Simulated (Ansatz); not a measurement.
```xyz
6

F     0.076    1.537   -1.867
B    -0.140    0.819   -0.795
Si    0.307   -0.639    0.401
Se   -1.457    0.869    0.606
H     1.324   -0.542    1.476
H    -0.110   -2.044    0.180
```

Charge 0, multiplicity 1.

(1) List the PBE/def2-TZVPP orbital energies in eV (the Gaussian-basis code of Ansatz). (Estimate.)

Answers

(1) Ansatz gave: Occupied: -12302.46, -1780.25, -1562.45, -1403.21, -1403.19, -1403.18, -660.94, -205.44, -179.32, -150.70, -150.64, -150.62, -137.97, -94.78, -94.66, -94.64, -53.80, -53.79, -53.76, -53.71, -53.71, -30.91, -18.22, -13.74, -13.16, -11.50, -11.31, -10.43, -9.14, -7.67, -6.72, -6.25. Lowest empty: -2.40, -1.68, -0.59, 0.43, 0.51, 1.51, 1.74, 2.22.
